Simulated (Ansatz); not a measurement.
Potential energy curve for MgH, doublet.

UKS-PBE = unrestricted PBE/cc-pVQZ in Ansatz (a first-principles code); ROMP2 = MP2 on ROHF/cc-pVQZ, frozen core in Ansatz; UCCSD(T) = CCSD(T) on UHF/cc-pVQZ, frozen core run with Ansatz; FCI = full CI/cc-pVQZ, frozen core (Ansatz).

Energies relative to the lowest point of each curve near equilibrium, in kcal/mol:

```json
[
 {"R / Å": "1.30", "UKS-PBE": "32.2", "ROMP2": "32.5", "UCCSD(T)": "33.1"},
 {"R / Å": "1.38", "UKS-PBE": "19.4", "ROMP2": "19.1", "UCCSD(T)": "19.7"},
 {"R / Å": "1.50", "UKS-PBE": "7.6", "ROMP2": "6.9", "UCCSD(T)": "7.4"},
 {"R / Å": "1.66", "UKS-PBE": "0.8", "ROMP2": "0.5", "UCCSD(T)": "0.7"},
 {"R / Å": "1.68", "UKS-PBE": "0.5", "ROMP2": "0.2", "UCCSD(T)": "0.4"},
 {"R / Å": "1.74", "UKS-PBE": "0.0", "ROMP2": "0.0", "UCCSD(T)": "0.0"},
 {"R / Å": "1.85", "UKS-PBE": "0.6", "ROMP2": "1.3", "UCCSD(T)": "0.9"},
 {"R / Å": "2.00", "UKS-PBE": "3.6", "ROMP2": "5.4", "UCCSD(T)": "4.4"},
 {"R / Å": "2.37", "UKS-PBE": "14.3", "ROMP2": "20.5", "UCCSD(T)": "16.6"},
 {"R / Å": "3.50", "UKS-PBE": "31.4", "ROMP2": "32.0", "UCCSD(T)": "32.0"},
 {"R / Å": "3.81", "UKS-PBE": "32.0", "ROMP2": "32.0", "UCCSD(T)": "32.3"},
 {"R / Å": "6.03", "UKS-PBE": "32.4", "ROMP2": "32.1", "UCCSD(T)": "32.5"}
]
```

Q: Predict the corresponding FCI column.

A: 1.30: 33.1; 1.38: 19.7; 1.50: 7.4; 1.66: 0.7; 1.68: 0.4; 1.74: 0.0; 1.85: 0.9; 2.00: 4.4; 2.37: 16.6; 3.50: 32.1; 3.81: 32.4; 6.03: 32.6 (kcal/mol).

The T1 diagnostic of CCSD on the restricted reference of ROMP2 exceeds 0.045 at 2.00 to 3.10 Å. The unrestricted determinant behind UCCSD(T) is spin-contaminated at 2.37 to 3.10 Å (<S²> up to 0.9, against 0.75 for a pure doublet).
